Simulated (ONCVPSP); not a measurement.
# Configuration tests for tellurium (ONCV)

Te, optimised norm-conserving Vanderbilt (ONCV), made with ONCVPSP 4.0.1 (Wu-Cohen, scalar-relativistic). Core [Kr] 4d10, reference 5s2 5p4. Waves: 5s: rc 1.95 bohr, ncon 3, nbas 6, qcut 3.6 1/bohr, 1 projector; 5p: rc 2.25 bohr, ncon 4, nbas 8, qcut 3.5 1/bohr, 2 projectors, debl 3.7 Ha; d scattering state at 0.06 Ha: rc 2.35 bohr, ncon 3, nbas 6, qcut 3.5 1/bohr, 1 projector. Local part: polynomial inside 1.30 bohr (lpopt 5, dvloc0 0 Ha). Core correction: none.

Energies are relative to the spin-unpolarised reference configuration 5s2 5p4; without spin polarisation the order of configurations can differ from experiment.

| valence configuration | charge | ΔE all-electron (eV) | error AE − PS (meV) |
| --- | --- | --- | --- |
| 5s2 5p1 | +3 | 54.751 | -48 |
| 5s2 5p3.5 | +0.5 | 3.909 | -1.5 |

Problem. What are ΔE and the potential's error for 5s2 5p2?

Solution. ΔE = 27.754 eV all-electron; the error (AE − PS) is -20 meV.

Problem. What are ΔE and the potential's error for 5s2 5p3?

Solution. ΔE = 9.761 eV all-electron; the error (AE − PS) is -4.8 meV.

Note: ghosts flagged at negative energy: s at -122.8 eV; GHOST(+) flagged for p at 96.1 eV. A true bound ghost makes a file unfit for plane-wave use.
